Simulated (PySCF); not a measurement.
From one molecule to another.

First species: CH9ClO2Si3.
Numbering: `[SiH3:1][CH2:2][O:3][SiH2:4][O:5][SiH2:6][Cl:7]` (hydrogens: H8, H9, H10 on Si1; H11, H12 on C2; H13, H14 on Si4; H15, H16 on Si6)

Second species: CH9ClO2Si3.
SMILES: `O[SiH2]O[Si@@](C)([SiH3])Cl`

Levels: B3LYP/def2-SVPD for dipole moment, HOMO energy, LUMO energy, HOMO–LUMO gap, static isotropic polarisability and electronic spatial extent ⟨r²⟩ about the centre of nuclear charge; TDDFT B3LYP/def2-SVPD for lowest singlet excitation; TDA B3LYP/def2-SVPD for lowest triplet excitation (Tamm–Dancoff); GFN2-xTB for rotational constant A and rotational constant C. Geometries: GFN2-xTB. Each structure is a single optimised conformer of the isolated species, non-relativistic unless stated; the electronic structure was computed with PySCF and density fitting.

Dipoles, sizes and rotational constants follow the conformer. The torsions of the flexible species, by atom-mapped SMILES:
- `[SiH3:1][CH2:2][O:3][SiH2:4][O:5][SiH2:6][Cl:7]`: Si1–C2–O3–Si4 178°, C2–O3–Si4–O5 178°, O3–Si4–O5–Si6 56°, Si4–O5–Si6–Cl7 77°
- `[CH3:1][Si@:2]([SiH3:3])([Cl:4])[O:5][SiH2:6][OH:7]`: C1–Si2–O5–Si6 154°, Si2–O5–Si6–O7 -14°, H–O7–Si6–O5 -41°

```
                                                         property    column X    column Y
                                                    dipole moment      1.55 D      2.04 D
                                                      HOMO energy    -7.82 eV    -8.17 eV
                                                      LUMO energy    -0.43 eV    -0.15 eV
                                                    HOMO–LUMO gap     7.39 eV     8.02 eV
                                        lowest singlet excitation     6.49 eV     7.00 eV
                         lowest triplet excitation (Tamm–Dancoff)     5.87 eV     6.76 eV
                                  static isotropic polarisability    111.2 au    108.3 au
electronic spatial extent ⟨r²⟩ about the centre of nuclear charge  1811 bohr²  2680 bohr²
                                            rotational constant A   1.364 GHz   2.574 GHz
                                            rotational constant C   0.738 GHz   0.402 GHz
```

Q: Which column belongs to which species?

A: Column X is the second species and column Y the first. The first has 16 atoms and 90 electrons, the second 16 and 90.

Q: How does each property change from the first species to the second?

A: dipole moment -0.49 D; HOMO energy +0.35 eV; LUMO energy -0.28 eV; HOMO–LUMO gap -0.63 eV; lowest singlet excitation -0.51 eV; lowest triplet excitation (Tamm–Dancoff) -0.89 eV; static isotropic polarisability +2.9 au; electronic spatial extent ⟨r²⟩ about the centre of nuclear charge -869 bohr²; rotational constant A -1.210 GHz; rotational constant C +0.336 GHz.

On the first: The polarisability is 16.06 Å³ as a volume (1 au = 0.148185 Å³), or 1.20 au for each of the 90 electrons. The dipole matches unit charges of opposite sign 0.42 Å apart (1 e·Å = 4.8032 D).

On the second: The principal polarisabilities are 105.1, 110.5 and 118.1 au; their mean is the isotropic value. The polarisability is 16.48 Å³ as a volume (1 au = 0.148185 Å³), or 1.24 au for each of the 90 electrons.
